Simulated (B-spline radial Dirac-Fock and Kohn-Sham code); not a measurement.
# K-line shifts caused by a second vacancy in Ag⁴⁺

System: the Ag⁴⁺ ion, [Kr] 4d7.

Input file task.json (cfg lists n, l and occupation; rrms is the nuclear radius in fm):

```json
{"items": [{
  "Z": 47,
  "q": 4,
  "cfg": [[1, 0, 2], [2, 0, 2], [2, 1, 6], [3, 0, 2], [3, 1, 6], [3, 2, 10], [4, 0, 2], [4, 1, 6], [4, 2, 7]],
  "A": 107,
  "rrms": 4.5454,
  "do": ["binding", "quiet", "double"]
}]}
```

Command: `python xray_run.py task.json out`

Method: relaxed Dirac-Fock hole states (ΔSCF) with Breit and QED corrections and a finite nucleus. Computed with a radial B-spline solver. Each two-hole energy is an average over J within one jj subconfiguration, not an observable level; in light atoms, where LS coupling holds, the j-resolved values are not observed lines, and for a K spectator the Kα1 hypersatellite is nearly forbidden. Electron correlation is not included.

Lines without a spectator: Kα2 (K-L2) 21987.9 eV, Kα1 (K-L3) 22160.8 eV, Kβ3 (K-M2) 24908.0 eV, Kβ1 (K-M3) 24939.3 eV. Shifts in eV with one spectator hole (a dash: not computed, or left out as unreliable):

| spectator hole | Kα2 | Kα1 | Kβ3 | Kβ1 |
| --- | --- | --- | --- | --- |
| L2 (2p1/2) | +58.0 | +72.8 | – | +155.4 |
| L3 (2p3/2) | +57.9 | +57.7 | +139.3 | – |
| M2 (3p1/2) | – | +8.06 | +18.42 | +22.43 |
| M3 (3p3/2) | +6.11 | – | +19.32 | +18.75 |
| M5 (3d5/2) | -1.87 | -0.13 | – | – |

**Question.** Where does the K-L3 hypersatellite lie, emitted when both K electrons are missing?

**Answer.** +549.4 eV from the normal line, at 22710.2 eV. Removing both K electrons costs 51914.1 eV, which is 744.9 eV more than twice the K binding energy.

With n spectator holes in 2p, averaged over the 2p shell (energies in eV):

```
n     KαLⁿ   step  hypersatellite KαʰLⁿ
0  22103.2      –               22647.6
1  22165.0  +61.8               22710.8
2  22228.0  +63.1               22775.3
3  22292.3  +64.3               22841.0
4  22357.9  +65.6               22908.0
5  22424.8  +66.8               22976.3
```

Run: 28 s of CPU time on 1 thread of Intel(R) Xeon(R) 6975P-C (shared host), peak memory 0.42 GiB.
